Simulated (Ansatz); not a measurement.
A nudged elastic band was laid between two geometries of C2H7ClOSeSi (13 atoms, charge 0, multiplicity 1).

Theory: RHF/def2-SVP in Ansatz 0.2.0.

```json
{
  "movable images": "7",
  "climbing image": "yes",
  "spring": "5.0 eV/Å²",
  "optimiser": "fire",
  "start path": "IDPP",
  "force threshold": "0.03 eV/Å",
  "iteration limit": "50",
  "end points": "relaxed",
  "largest step": "0.5 Å"
}
```

First end point:

```xyz
13
Properties=species:S:1:pos:R:3
C 0.325 -2.109 -0.290
C 0.482 -0.604 -0.185
O 0.422 -0.155 1.129
Se -0.962 0.299 -1.192
Si -0.862 2.318 -0.147
Cl -1.902 2.420 1.643
H -0.613 -2.424 0.164
H 1.148 -2.600 0.237
H 0.347 -2.438 -1.329
H 1.416 -0.289 -0.653
H 1.201 -0.416 1.598
H 0.534 2.702 0.110
H -1.516 3.261 -1.071
```

Last end point:

```xyz
13
Properties=species:S:1:pos:R:3
C 0.628 -1.442 0.049
C -0.165 -0.472 0.902
O -0.800 -1.117 1.956
Se -1.651 0.408 -0.083
Si -0.482 1.812 -1.427
Cl 0.820 3.014 -0.332
H -0.024 -2.222 -0.344
H 1.400 -1.914 0.665
H 1.124 -0.942 -0.782
H 0.471 0.335 1.264
H -0.183 -1.268 2.656
H 0.359 1.109 -2.411
H -1.476 2.664 -2.099
```

**Question.** What changes between the two ends?

**Answer.** No bond is made or broken. The dihedral H10–C2–Se4–Si5 goes from -82 to 50°.

**Question.** What energy profile does the band end with?

**Answer.** It converged. The highest image is number 5 of 0 to 8, 2.7 kcal/mol above the first end and 0.7 kcal/mol above the last; the last end lies 2.0 kcal/mol above the first. Another band between the same ends (7 images) ends at a top of the same energy, where a vibrational analysis finds no clearly imaginary modes.

```
image  path coordinate (Å)  energy (kcal/mol)  dihedral H10–C2–Se4–Si5 (°)
    0                 0.00                0.0                          -82
    1                 0.82                0.3                          -66
    2                 1.64                1.0                          -50
    3                 2.45                1.8                          -34
    4                 3.27                2.4                          -17
    5                 4.09                2.7                            0
    6                 4.90                2.5                           17
    7                 5.72                2.1                           34
    8                 6.53                2.0                           50
```

**Question.** What is the geometry of the highest image?

**Answer.** 
```xyz
13
Properties=species:S:1:pos:R:3
C 0.588 -1.839 -0.176
C 0.031 -0.612 0.524
O -0.478 -0.913 1.778
Se -1.468 0.158 -0.524
Si -0.627 2.220 -0.937
Cl -0.327 3.323 0.796
H -0.198 -2.575 -0.346
H 1.357 -2.301 0.451
H 1.037 -1.577 -1.133
H 0.800 0.159 0.595
H 0.232 -1.127 2.365
H 0.688 2.140 -1.596
H -1.614 2.909 -1.782
```

Run time: 26 min on 2 threads of Arm Neoverse N1, with other jobs on the host, peak memory 0.47 GiB.
